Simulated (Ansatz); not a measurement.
Si2F2⁺. Charge 1, multiplicity 2. Geometry B3LYP-D4/def2-TZVP, that of the neutral singlet; atoms count from 1.

Cartesian coordinates in Å:
```
Si 0.014 -0.345 1.356
Si -1.024 0.088 -0.953
F 1.188 -1.236 0.633
F -0.178 1.492 -1.036
```

The structure comes from a short search, and lower isomers may exist.

(1) Estimate the Mulliken populations from the PBE0/def2-TZVP orbitals of Ansatz.

(2) Where does the spin sit?

(3) And the Mayer bond orders between heavy atoms (over 0.3)?

## Answers

(1) 
| atom | charge (e) | spin (α − β) |
| --- | --- | --- |
| Si1 | 0.72 | 0.47 |
| Si2 | 0.72 | 0.47 |
| F3 | -0.22 | 0.03 |
| F4 | -0.22 | 0.03 |
Mulliken values depend strongly on the basis.

(2) Summed by element: Si 0.94, F 0.06, of 1 unpaired in all. Largest on single atoms: Si1 0.47, Si2 0.47, F3 0.03.

(3) Si1–Si2 0.72 (2.57 Å); Si1–F3 1.21 (1.64 Å); Si2–F4 1.21 (1.64 Å).
